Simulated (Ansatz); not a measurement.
Ansatz (a first-principles code) input (CCSD(T)/def2-SVPD):

Ansatz 0.2 input:
```yaml
crystal:
  periodic: [false, false, false]
  atoms:
    - {symbol: Au, position_ang: [-0.00000000, -0.00000000, -1.27682546]}
    - {symbol: Au, position_ang: [0.00000000, 0.00000000, 1.27682546]}
basis:
  gaussian:
    orbitals: def2-SVPD
magnetization: {spin_polarized: false}
correlation: {method: ccsd_t, electrons: outside_noble_gas}
output: {forces: true}
```

End of the output:

```
cycle   4  -14.25626491 eV  change    2.2e-2 eV  update   8.3e-3
cycle   5  -14.25647058 eV  change   -2.1e-4 eV  update   5.7e-3
cycle   6  -14.26325234 eV  change   -6.8e-3 eV  update   2.5e-3
cycle   7  -14.26247361 eV  change    7.8e-4 eV  update   1.0e-3
cycle   8  -14.26172076 eV  change    7.5e-4 eV  update   3.5e-4
cycle   9  -14.26180570 eV  change   -8.5e-5 eV  update   1.5e-4
cycle  10  -14.26183775 eV  change   -3.2e-5 eV  update   3.8e-5
cycle  11  -14.26180368 eV  change    3.4e-5 eV  update   1.4e-5
cycle  12  -14.26182697 eV  change   -2.3e-5 eV  update   4.3e-6
perturbative correction -0.40056972 eV, -0.0147206658 hartree
the calculation of the forces begins
Total energy: -7350.75441609 eV, -270.1352422712 hartree
Atom 0 at    -0.000000    -0.000000    -1.276825 Å, force     0.000000    -0.000000     0.101323 eV/Å
Atom 1 at     0.000000     0.000000     1.276825 Å, force     0.000000     0.000000    -0.101323 eV/Å
Dipole moment:     0.000000     0.000000    -0.000000 e Å
```
